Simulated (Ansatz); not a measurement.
Basis-set series for CH3BFNO (`FC1NBO1`). The species carries charge 0 and has multiplicity 1. The geometry is a stationary point of PBE0-D4/def2-TZVP.

```json
{"functional": "PBE0-D4", "basis": "def2-TZVPP", "functions": "197", "energy (Eh)": "-294.43775", "HOMO (eV)": "-8.33", "LUMO (eV)": "0.19"}
{"functional": "PBE0-D4", "basis": "def2-QZVPP", "functions": "375", "energy (Eh)": "-294.45385", "HOMO (eV)": "-8.37", "LUMO (eV)": "0.07"}
{"functional": "ωB97M-V", "basis": "def2-TZVPP", "functions": "197", "energy (Eh)": "-294.66477", "HOMO (eV)": "-10.73", "LUMO (eV)": "1.89"}
{"functional": "ωB97M-V", "basis": "def2-QZVPP", "functions": "375", "energy (Eh)": "-294.67987", "HOMO (eV)": "-10.77", "LUMO (eV)": "1.41"}
```

(1) Give the rows for def2-SVP. (Best estimate.)

Answers

(1) Ansatz gave: 
```json
{"functional": "PBE0-D4", "basis": "def2-SVP", "functions": "85", "energy (Eh)": "-294.09414", "HOMO (eV)": "-8.17", "LUMO (eV)": "0.51"}
{"functional": "ωB97M-V", "basis": "def2-SVP", "functions": "85", "energy (Eh)": "-294.31215", "HOMO (eV)": "-10.56", "LUMO (eV)": "2.54"}
```

Positive LUMOs are unbound and depend on the basis.
